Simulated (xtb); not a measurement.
C$_{6}$H$_{6}$O$_{2}$S (SMILES c1scc2c1OCCO2), singlet, geometry from GFN2-xTB, atoms displaced at random by about 0.05 Å a coordinate. Base run: GFN1-xTB (xtb).

The xtb input:
```
$ xtb mol.xyz --gfn 1 --opt --json

# file mol.xyz
15

C      1.33169542    -1.16199518    -0.24149779
S      2.42626329    -0.01604060     0.06500359
C      1.23554755     1.13711419     0.27766270
C     -0.02379061     0.69445830     0.18893705
C     -0.02862439    -0.68395085    -0.18288279
O     -1.18057881    -1.40717977    -0.39701600
C     -2.35818615    -0.72311774     0.10119310
C     -2.22186980     0.74057159    -0.31376402
O     -1.20912897     1.36505613     0.15674786
H      1.52463720    -2.31410581    -0.52564362
H      1.54514599     2.06482833     0.63772236
H     -3.06230258    -1.23461274    -0.31444366
H     -2.36869044    -0.79778362     1.15708888
H     -2.17649849     0.77693152    -1.41411845
H     -3.08014789     1.24271076    -0.01607977
```

Variants of this job, named by their change:

```csv
change,ΔE vs base (mEh),optimiser steps
base,0.000,8
engine = lbfgs,0.001,-
opt level = tight,-0.001,9
engine = inertial,0.024,-
opt level = lax,0.001,7
alpb = dmso,-13.305,8
opt level = extreme,-0.001,12
alpb = chcl3,-13.921,8
opt level = vtight,-0.001,12
opt level = loose,0.006,6
```
